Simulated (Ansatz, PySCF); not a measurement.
This Ansatz (a first-principles code) input computes a BLYP/def2-TZVPD energy:

Ansatz 0.2 input:
```yaml
crystal:
  periodic: [false, false, false]
  atoms:
    - {symbol: Si, position_ang: [-0.24479723, -0.16964960, 0.01504643]}
    - {symbol: F, position_ang: [-1.51013434, -1.04655468, 0.09282020]}
    - {symbol: Cl, position_ang: [-0.47769741, 1.75848922, -0.03021888]}
    - {symbol: Cl, position_ang: [1.47877801, -1.06471942, -0.03131240]}
basis:
  gaussian:
    orbitals: def2-TZVPD
hamiltonian:
  xc: {name: BLYP}
total_charge: 1
output: {forces: true}
```

Write an input for the same energy in PySCF and say what it gives.


```python
from pyscf import gto, scf, dft

mol = gto.M(
    atom='''
    Si   -0.24479723   -0.16964960    0.01504643
    F    -1.51013434   -1.04655468    0.09282020
    Cl   -0.47769741    1.75848922   -0.03021888
    Cl    1.47877801   -1.06471942   -0.03131240
    ''',
    basis='def2-tzvpd',
    charge=1,
    spin=0,
    verbose=4,
)

mf = dft.RKS(mol, xc='blyp').density_fit(auxbasis='def2-universal-jkfit')
mf.grids.level = 3
mf.conv_tol = 1e-9
mf.max_cycle = 100
mf.max_memory = 1500
mf.kernel()
if not mf.converged:
    mf = mf.newton()
    mf.kernel(mf.make_rdm1())
mf.analyze()
```
It gives -1309.63539 Eh, and Ansatz -1309.63533 Eh, a difference of 0.06 mEh, from the treatment of integrals and grids.
